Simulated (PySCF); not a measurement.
**Bi2: energy against distance**

Set-up: basis Bi cc-pVDZ-PP with ECP60; scalar-relativistic core potentials; PySCF 2.14. Energies in eV from Bi + Bi in their ground configurations at the same level. All curves are PBE0. state 1: singlet, closed shell; state 2: triplet, unpaired electrons π ↑↑, a mixture of terms (⟨Lz²⟩ = 2.0), a second solution, started from another occupation; state 3: ⁵Σg⁺ (quintet), unpaired electrons π ↑↑↑↑, a second solution, started from another occupation; state 4: triplet, unpaired electrons π ↑↑, a mixture of terms (⟨Lz²⟩ = 2.0), a second solution, started from another occupation.

```json
{"R (Å)": "2.300", "state 1": "-0.705", "state 2": "1.657", "state 3": "3.7835", "state 4": "2.1826"}
{"R (Å)": "2.407", "state 1": "-1.568", "state 2": "0.410", "state 3": "2.1431", "state 4": "0.9287"}
{"R (Å)": "2.514", "state 1": "-1.996", "state 2": "-0.369", "state 3": "1.0052", "state 4": "0.1443"}
{"R (Å)": "2.594", "state 1": "-2.115", "state 2": "-0.729", "state 3": "0.3975", "state 4": "-0.2196"}
{"R (Å)": "2.674", "state 1": "-2.125", "state 2": "-0.947", "state 3": "-0.0490", "state 4": "-0.4400"}
{"R (Å)": "2.754", "state 1": "-2.082", "state 2": "-1.054", "state 3": "-0.3683", "state 4": "-0.5502"}
{"R (Å)": "2.861", "state 1": "-1.969", "state 2": "-1.070", "state 3": "-0.6416", "state 4": "-0.5696"}
{"R (Å)": "2.995", "state 1": "-1.775", "state 2": "-0.948", "state 3": "-0.8036", "state 4": "-0.4517"}
{"R (Å)": "3.155", "state 1": "-1.509", "state 2": "-0.675", "state 3": "-0.8217", "state 4": "-0.1829"}
{"R (Å)": "3.369", "state 1": "-1.151", "state 2": "-0.208", "state 3": "-0.6701", "state 4": "0.2802"}
```

Q: Put a parabola through the three lowest points of the state 2 curve and estimate Re, k and ωe (reduced mass 104.5 u; 1 eV/Å² = 0.16022 mdyn/Å; ωe = 1302.8·√(k/μ) cm⁻¹).

A: Through R = 2.754, 2.861, 2.995 Å the second-order coefficient is 4.40 eV/Å², so Re ≈ 2.824 Å, k ≈ 1.41 mdyn/Å and ωe ≈ 151 cm⁻¹. A polynomial fit of higher order to the unrounded PBE0 energies gives Re = 2.820 Å, k = 1.66 mdyn/Å, ωe = 164 cm⁻¹; anharmonicity and rounding make the difference.

The higher-order fit for each curve: state 2: Re = 2.820 Å, ωe = 164 cm⁻¹, minimum 1.08 eV below the ground-state fragments; state 3: Re = 3.091 Å, ωe = 121 cm⁻¹, minimum 0.83 eV below the ground-state fragments; state 4: Re = 2.823 Å, ωe = 164 cm⁻¹, minimum 0.58 eV below the ground-state fragments. State 1 gave no clean fit.

⟨S²⟩ is raised (Bi2 0.18), so spin contamination touches these numbers. Closed-shell solutions of metal pairs were not tested for spin polarisation, which can lower them a little. ⟨S²⟩ of the unrestricted solution departs from its pure value on part of the curve, where spin states mix. Spin–orbit coupling is left out, which matters for elements this heavy, above all for dissociation energies.
